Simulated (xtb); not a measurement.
C$_{2}$H$_{7}$O (SMILES CC[OH2+]), charge +1, singlet, geometry from GFN2-xTB, atoms displaced at random by about 0.05 Å a coordinate. Base run: xtb 6.7.1 with GFN2-xTB.

Here is a job for xtb.
```
$ xtb mol.xyz --gfn 2 --chrg 1 --opt --json

# file mol.xyz
10

C      1.20545206    -0.40958894    -0.05267428
C      0.15187470     0.46599069    -0.02528536
O     -1.15546640    -0.16048255    -0.13072363
H     -2.05349625     0.39319754     0.15381061
H      0.10022016     1.20544128     0.82843033
H      0.09962120     1.17202207    -0.83652949
H      2.16172093     0.20248082     0.02074286
H      1.24843273    -0.95025723     0.95088313
H      1.26757993    -0.94915403    -0.85583202
H     -1.15645661    -0.87589736     0.57229925
```

Each row names what was changed in the base input (with any setting that the change needs).

```
change              ΔE vs base (mEh)  optimiser steps
------------------  ----------------  ---------------
base                           0.000                8
opt level = tight             -0.003               11
opt level = crude              0.092                4
engine = inertial              0.021                -
opt level = sloppy             0.031                5
alpb = hexane                      …                8
alpb = ch2cl2                      …                9
opt level = loose              0.012                6
opt level = vtight            -0.003               12
opt level = lax                0.012                6
```

Task: What belongs in the gaps?

Result: 
- alpb = hexane, ΔE vs base (mEh): -56.423
- alpb = ch2cl2, ΔE vs base (mEh): -90.150
